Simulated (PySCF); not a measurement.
Input for PySCF:
```python
from pyscf import gto, scf

mol = gto.M(
    atom='''
B     0.000000    0.000000    0.000000
''',
    basis='aug-cc-pvdz',
    charge=-1,
    spin=2,
    verbose=4,
)

mf = scf.UHF(mol)
mf.kernel()
mf.analyze()
```

Question: What does this run give for the number of basis functions, HOMO energy?

Answer: 
```yaml
number_of_basis_functions: 23
HOMO energy: -0.76 eV
```

These values belong to the state on which the SCF converged, which isn't shown to be the lowest.
